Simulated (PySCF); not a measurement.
C6H15Ga, SMILES [CH3][Ga]([CH3])[C](C)(C)C at its GFN2-xTB optimised geometry (Å):

```
22

Ga     0.2468     0.6328     0.0000
C     -0.7953     2.4070     0.0000
H     -0.1187     3.2480    -0.1749
H     -1.2965     2.5744     0.9573
H     -1.5643     2.4251    -0.7770
C      2.3044     0.6328     0.0000
H      2.7053     0.1043    -0.8692
H      2.7067     0.1439     0.8912
H      2.6860     1.6572    -0.0243
C     -0.8025    -1.1881    -0.0185
C     -1.1245    -1.5789    -1.4638
C      0.0613    -2.2766     0.6190
C     -2.1081    -1.0246     0.7607
H     -1.6774    -2.5205    -1.5001
H     -0.2052    -1.6992    -2.0412
H     -1.7316    -0.8070    -1.9419
H      1.0153    -2.3596     0.0932
H      0.2669    -2.0376     1.6647
H     -0.4366    -3.2480     0.5798
H     -1.9018    -0.7926     1.8079
H     -2.7006    -0.2090     0.3399
H     -2.7067    -1.9375     0.7222
```

Calculation: PBE0/def2-SVP in PySCF 2.14.0. Cells within 0.4 Å of a nucleus heavier than hydrogen are left out (blank, or x).

Map of the log10 of the electron density (e/bohr³), floored at −4 on the plane z = 1.0 Å:

```
|000000000000000000000000000|
|000000000000000000000000000|
|000000000000000000000000000|
|000000001122221000000000000|
|000000012344433100000000000|
|000000024566543210000000000|
|000000135787654311111000000|
|000000136898764322232200000|
|000000135788765433444320000|
|000000124566665544555421000|
|000001123455666655666431000|
|000012333345666666777542000|
|000024555445666667898642000|
|000135677655666656798642000|
|000135789876665545676531000|
|00023579x987665444454320000|
|00024689x987776543322100000|
|000246898877888754210000000|
|000246887667899864310000000|
|000135666557899864210000000|
|000023444457887654200000000|
|000001222357876542100000000|
|000000001245665321000000000|
|000000000134443210000000000|
|000000000012221000000000000|
|000000000000000000000000000|
|000000000000000000000000000|
```
Scale: ten equal steps from -4.00 (start of '0') to -0.481 (end of '9'), in the order '0123456789'; x runs from -5.50 to 5.50, y from -5.50 (bottom) to 5.50 (top).
